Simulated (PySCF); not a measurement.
Cd(Me)2 (C₂H₆Cd), SMILES [CH3][Cd][CH3].

The structure is a stationary point at B3LYP-D3(BJ)/def2-SVP. The isomer is the one that the SMILES or the coordinates give; other isomers of the formula were not compared. The def2 effective core potentials stand for the cores of Cd; spin–orbit coupling is left out.

Computed with B3LYP-D3(BJ)/def2-SVP (PySCF).

Frequencies are harmonic and unscaled.

A small imaginary wavenumber (i) marks a very flat motion, where grid noise or a shallow saddle decides the sign.

Modes within 1.5 cm⁻¹ of each other (mostly degenerate sets) share a row, with their intensities summed.

Computed normal modes with their intensities:
```csv
mode,ν (cm⁻¹),IR (km/mol),moving atoms (share of kinetic energy)
1,23i,0.0,H 100 %
2–3,126,3.0,"C 51 %, H 30 %, Cd 20 %"
4,456,0.0,"C 81 %, H 19 %"
5,521,49.3,"C 62 %, Cd 21 %, H 17 %"
6–7,633,0.0,"H 87 %, C 13 %"
8–9,712,135.3,"H 80 %, C 18 %"
10–11,1177,2.4,"H 84 %, C 16 %"
12–13,1434,0.0,H 95 %
14–15,1436,0.7,H 95 %
16,3026,39.4,H 97 %
17,3028,0.0,H 97 %
18–21,3124,41.0,"H 91 %, C 9 %"
```
